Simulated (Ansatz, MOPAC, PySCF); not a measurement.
Dissociation curve of MgO, singlet.

Levels: PM7, restricted, heats of formation (MOPAC); RMP2/6-31G* = restricted MP2 (frozen core)/6-31G*, spherical d run with PySCF; PM6, restricted, heats of formation (MOPAC); FCI = full CI/cc-pVDZ, frozen core (Ansatz, a program for electronic structure).

Energies relative to the lowest point of each curve near equilibrium, in kJ/mol; the last columns give the difference from FCI:

```json
[
 {"R / Å": "1.39", "PM7": "44.3", "RMP2/6-31G*": "316.2", "PM6": "105.7", "FCI": "319.9", "PM7 − FCI": "-275.5", "RMP2/6-31G* − FCI": "-3.7", "PM6 − FCI": "-214.1"},
 {"R / Å": "1.48", "PM7": "0.0", "RMP2/6-31G*": "153.5", "PM6": "36.9", "FCI": "159.6", "PM7 − FCI": "-159.6", "RMP2/6-31G* − FCI": "-6.2", "PM6 − FCI": "-122.8"},
 {"R / Å": "1.58", "PM7": "0.3", "RMP2/6-31G*": "50.9", "PM6": "3.5", "FCI": "59.7", "PM7 − FCI": "-59.4", "RMP2/6-31G* − FCI": "-8.8", "PM6 − FCI": "-56.2"},
 {"R / Å": "1.65", "PM7": "21.3", "RMP2/6-31G*": "14.2", "PM6": "0.0", "FCI": "22.7", "PM7 − FCI": "-1.4", "RMP2/6-31G* − FCI": "-8.5", "PM6 − FCI": "-22.7"},
 {"R / Å": "1.68", "PM7": "34.1", "RMP2/6-31G*": "5.7", "PM6": "2.4", "FCI": "12.9", "PM7 − FCI": "21.2", "RMP2/6-31G* − FCI": "-7.2", "PM6 − FCI": "-10.4"},
 {"R / Å": "1.73", "PM7": "59.1", "RMP2/6-31G*": "0.0", "PM6": "10.8", "FCI": "2.8", "PM7 − FCI": "56.3", "RMP2/6-31G* − FCI": "-2.8", "PM6 − FCI": "8.0"},
 {"R / Å": "1.76", "PM7": "75.9", "RMP2/6-31G*": "1.3", "PM6": "18.0", "FCI": "0.0", "PM7 − FCI": "75.9", "RMP2/6-31G* − FCI": "1.3", "PM6 − FCI": "18.0"},
 {"R / Å": "1.85", "PM7": "131.5", "RMP2/6-31G*": "22.7", "PM6": "47.5", "FCI": "2.6", "PM7 − FCI": "128.9", "RMP2/6-31G* − FCI": "20.1", "PM6 − FCI": "44.9"},
 {"R / Å": "1.90", "PM7": "163.4", "RMP2/6-31G*": "43.2", "PM6": "67.8", "FCI": "9.5", "PM7 − FCI": "153.9", "RMP2/6-31G* − FCI": "33.7", "PM6 − FCI": "58.3"}
]
```

PM7 is furthest from FCI at 1.39 (-275.5 kJ/mol, below); its mean absolute difference over the points is 103.6 kJ/mol.

RMP2/6-31G* is furthest from FCI at 1.90 (33.7 kJ/mol, above); its mean absolute difference over the points is 10.2 kJ/mol.

PM6 is furthest from FCI at 1.39 (-214.1 kJ/mol, below); its mean absolute difference over the points is 61.7 kJ/mol.

The scan ran from 1.39 to 6.86 Å; beyond the distances shown full CI changes its symmetry label. The restricted form behind PM7, RMP2/6-31G*, PM6 keeps the bonding electrons paired and can't separate into open-shell fragments. Also computed but left out beside FCI, since their determinant holds another spin at the minimum (<S²> over 0.7 above the pure value): UHF, UHF/6-31G*.
